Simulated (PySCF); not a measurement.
One of the candidates below gave these computed data.

All candidates are C7H6FN.

* 13C NMR: chemical shifts (computed TMS as zero) by class: 171.4 (1 C), 158.1 (1 C), 141.4 (1 C), 134.3 (1 C), 121.5 (1 C), 107.6 (1 C), 102.2 (1 C) ppm [GIAO PBE0/pcSseg-1]
* 1H NMR: chemical shifts (computed TMS as zero) by class: 7.39 (1 H), 6.22 (1 H), 6.10 (1 H), 5.61 (1 H), 5.54 (1 H), 5.31 (1 H) ppm [GIAO PBE0/pcSseg-1]
* Rotational structure: rotational constants A, B, C: 2.492, 1.186, 0.838 GHz [GFN2-xTB]
* Dipole: 4.38 D [PBE0/def2-SVPD]
* NMR, other nuclei: isotropic shieldings of nuclei other than C and H, by class: -73 (1 N), 276 (1 F) ppm [GIAO PBE0/pcSseg-1]
* Triplet: lowest triplet excitation (Tamm–Dancoff): 2.52 eV [TDA PBE0/def2-SVPD]

Electronic properties: PySCF, gas phase, density fitting. Levels stand in brackets. Isolated species at its GFN2-xTB geometry (one conformer only). Each NMR value is the plain mean over a class of atoms that symmetry, rotation or inversion makes alike.

Task: Which candidate is it?
A. `C=C/C(=C\C#N)C(=C)F`
B. `C[C@@]1(F)C=CC(C#N)=C1`
C. `C=C1C[C@H](C#N)/C1=C\F`
D. `C=Cc1cncc(F)c1`

Result: A. It is `C=C/C(=C\C#N)C(=C)F`. Numbering: `[CH2:1]=[CH:2]/[C:3](=[CH:4]\[C:5]#[N:6])[C:7](=[CH2:8])[F:9]`. Its formula, C7H6FN, gives 5 degrees of unsaturation: 0 rings and 5 π bonds in the structure found. 7 carbons fall into 7 classes; from least to most shielded: vinylic C–F carbon [C7] (171.4 ppm), fully substituted alkene carbon [C3] (158.1 ppm), alkene CH carbon [C2] (141.4 ppm), terminal =CH2 carbon [C1] (134.3 ppm), nitrile carbon [C5] (121.5 ppm), terminal =CH2 carbon [C8] (107.6 ppm), alkene CH carbon [C4] (102.2 ppm). Hydrogen classes from least to most shielded: 1 H on an alkene CH carbon, C2 (7.39 ppm), 1 H on a terminal =CH2 carbon, C1 (6.22 ppm), 1 H on a terminal =CH2 carbon, C1 (6.10 ppm), 1 H on an alkene CH carbon, C4 (5.61 ppm), 1 H on a terminal =CH2 carbon, C8 (5.54 ppm), 1 H on a terminal =CH2 carbon, C8 (5.31 ppm). The other shieldings belong to: -73 ppm, nitrile nitrogen [N6]; 276 ppm, vinyl fluorine [F9]. The optimised geometry has point group C1 and is an asymmetric top.

The others, at the same levels:
- `C=Cc1cncc(F)c1` fails: its computed 13C shifts are 169.8 (1 C), 151.8 (1 C), 143.9 (1 C), 140.4 (1 C), 138.3 (1 C), 122.6 (1 C), 121.8 (1 C) ppm, 1H shifts are 8.70 (1 H), 8.50 (1 H), 7.93 (1 H), 6.94 (1 H), 6.41 (1 H), 5.86 (1 H) ppm and rotational constant A is 2.999 GHz (against 2.492 GHz).
- `C=C1C[C@H](C#N)/C1=C\F` fails: its computed 13C shifts are 156.4 (1 C), 147.3 (1 C), 126.0 (1 C), 124.2 (1 C), 113.9 (1 C), 36.2 (1 C), 22.7 (1 C) ppm, 1H shifts are 7.51 (1 H), 5.67 (1 H), 5.33 (1 H), 3.52 (1 H), 3.05 (1 H), 2.95 (1 H) ppm and rotational constant A is 1.931 GHz (against 2.492 GHz).
- `C[C@@]1(F)C=CC(C#N)=C1` fails: its computed 13C shifts are 163.6 (1 C), 151.3 (1 C), 137.6 (1 C), 123.2 (1 C), 120.0 (1 C), 106.5 (1 C), 23.3 (1 C) ppm, 1H shifts are 7.14 (1 H), 6.67 (1 H), 6.28 (1 H), 1.62 (3 H) ppm and rotational constant A is 3.920 GHz (against 2.492 GHz).

Each candidate is one conformer, not necessarily the lowest. The conformers computed, where there is a choice (atom-mapped SMILES and torsion angles):
- `[CH2:1]=[CH:2]/[C:3](=[CH:4]\[C:5]#[N:6])[C:7](=[CH2:8])[F:9]`: C1–C2–C3–C4 -151°, C2–C3–C7–C8 28°
- `[CH2:1]=[CH:2][c:3]1[cH:4][n:5][cH:6][c:7]([F:8])[cH:9]1`: C1–C2–C3–C4 180°
